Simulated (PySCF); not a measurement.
# Cost against result

Saddle point of GeH$_{3}$F, singlet (GeH₂ + HF → GeHF ([F][GeH]) + H₂; bonds formed: Ge1–F3, H2–H5; bonds broken: Ge1–H5, H2–F3), PBE0-D4/def2-TZVP structure:

Ge1  (-0.857, -0.551, -0.327)
H2  (0.788, -0.084, 0.421)
F3  (1.121, -0.245, -0.721)
H4  (-1.128, 1.007, -0.508)
H5  (0.076, -0.126, 1.135)
(Å)

Barriers are electronic and count from the start structure reached by relaxing down the imaginary mode.

PySCF 2.14 with density fitting (its default auxiliary sets; JK sets also for MP2 and CCSD(T)); basis: as named in each row; cores frozen in the correlated methods. Filled d shells of the heavier atoms are correlated. The def2 sets are not built for correlating such inner shells, so the correlated values are less sure here. B3LYP uses VWN-RPA correlation. Extrapolation: Hartree–Fock as exp(−7.88 √X), correlation as X^−2.97.

Times are rough, for one single point on 4 threads of a shared host (Oxide Virtual Turin-like).

The estimate by CCSD(T) at an estimated basis limit (MP2 extrapolated from triple and quadruple zeta, plus CCSD(T) − MP2 in triple zeta) is 0.512 eV.

| method | basis | time (s) | barrier (eV) | method less estimate |
| --- | --- | --- | --- | --- |
| HF | STO-3G | 1 | 1.604 | 1.092 |
| PBE0-D4 | def2-SVP | 3 | 0.364 | -0.148 |
| B3LYP-D4 | 6-31G | 3 | 0.288 | -0.223 |
| MP2 | def2-QZVPP | 3 | 0.458 | -0.054 |
| SPW92 | def2-TZVPP | 4 | 0.016 | -0.496 |
| PBE-D4 | def2-SVP | 4 | 0.144 | -0.368 |
| PBE0-D4 | def2-TZVPP | 4 | 0.372 | -0.140 |
| BHLYP-D4 | def2-TZVPP | 4 | 0.599 | 0.087 |
| PBE-D4 | def2-TZVPP | 5 | 0.183 | -0.329 |
| CCSD(T) | def2-SVP | 6 | 0.658 | 0.146 |
| B3LYP-D4 | def2-TZVPP | 6 | 0.393 | -0.118 |
| r2SCAN-D4 | def2-TZVPP | 7 | 0.278 | -0.234 |
| CCSD(T) | def2-TZVPP | 41 | 0.550 | 0.039 |
| wB97M-V | def2-TZVPP | 68 | 0.463 | -0.048 |

All methods are single points on the PBE0-D4 structures.

No T1 diagnostic of these runs exceeds 0.014.

Labels in which every atom is bracketed show which atoms are joined, not bond orders.
